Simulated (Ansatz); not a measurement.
Ansatz (a quantum-chemistry and plane-wave program) input:
A basis named .json is the Basis Set Exchange file of that set.

Ansatz 0.2 input:
```yaml
crystal:
  periodic: [false, false, false]
  atoms:
    - {symbol: Cu, position_ang: [-0.00000000, -0.00000000, -1.54839641]}
    - {symbol: I, position_ang: [0.00000000, 0.00000000, 0.84723577]}
basis:
  gaussian:
    orbitals: def2-TZVPPD.json
    fitting: {mean_field: def2-universal-jkfit, correlation: def2-TZVPPD-RIFIT.json}
magnetization: {spin_polarized: false}
correlation: {method: mp2, electrons: outside_noble_gas}
```

Predict the final energy.

-1936.28831 Eh (RI-MP2/def2-TZVPPD). The basis has 126 functions.
